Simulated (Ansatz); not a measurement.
```xyz
8

C     0.0386   -0.9284   -0.0971
O    -0.0218   -0.9591    1.1428
O    -0.0423    0.1483   -0.8761
C    -0.0381    1.3770   -0.1604
H     0.0206   -1.8700   -0.7323
H     0.0463    2.1684   -0.9492
H    -0.8881    1.5510    0.4717
H     0.8953    1.5548    0.4591
```

Basis set: 6-31G (spherical functions). Frozen core: 4 orbitals. Charge 0, multiplicity 1.

Computed with Ansatz (development build ahead of 0.2.0); each method stands on the lowest determinant of its kind that the runs found. Restricted open shells among the atoms or ions are ROHF, correlated in semicanonical orbitals with singles.

(1) Give the atomization energy at this shape (free ground-state atoms in the same class of orbitals less the molecule, no zero-point energy) of singlet C2H4O2 by RHF-MP2, RHF.

Results:

(1)

```
 method  atomization energy
RHF-MP2       2728.4 kJ/mol
    RHF       1982.3 kJ/mol
```

This basis has no polarisation functions and is too small for such energies, which can lie far from measured ones in either direction.
